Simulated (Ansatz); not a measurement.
```yaml
crystal:
  periodic: [false, false, false]
  atoms:
    - {symbol: C, position_ang: [0.351487, 0.569205, 2.407048]}
    - {symbol: O, position_ang: [1.013029, 0.674351, 0.739494]}
    - {symbol: Al, position_ang: [-0.327985, 0.513869, -1.285245]}
    - {symbol: C, position_ang: [-0.496813, -1.838220, -1.836124]}
    - {symbol: Cl, position_ang: [1.335114, 2.081605, -2.674941]}
    - {symbol: Cl, position_ang: [-2.552882, 1.750078, -0.491265]}
    - {symbol: H, position_ang: [1.384498, 0.448165, 3.285950]}
    - {symbol: H, position_ang: [-0.420885, -0.548470, 2.447980]}
    - {symbol: H, position_ang: [-0.413772, 1.661312, 2.683383]}
    - {symbol: H, position_ang: [1.772583, 1.605032, 0.614211]}
    - {symbol: H, position_ang: [-1.224853, -2.015077, -2.979779]}
    - {symbol: H, position_ang: [-1.126951, -2.547147, -0.850606]}
    - {symbol: H, position_ang: [0.351487, 0.569205, 2.407048]}
basis:
  gaussian: {orbitals: STO-3G, point_charges: [{charge: 0.50, position_ang: [6.431, -0.618, -0.198]}]}
hamiltonian: {xc: {name: HF}, pseudopotentials: {relativity: none}}
correlation: {method: bccd_t, electrons: all}
```

```sh
$ ansatz run in.yaml --threads 4 --pin off --events-out ev --progress --plain --max-ram 11315MiB
```

Shortened log:

```
Error: two nuclei lie on one point
```

**Question.** What is wrong with this run?

**Answer.** One atom was put on top of another. The program refused the input.
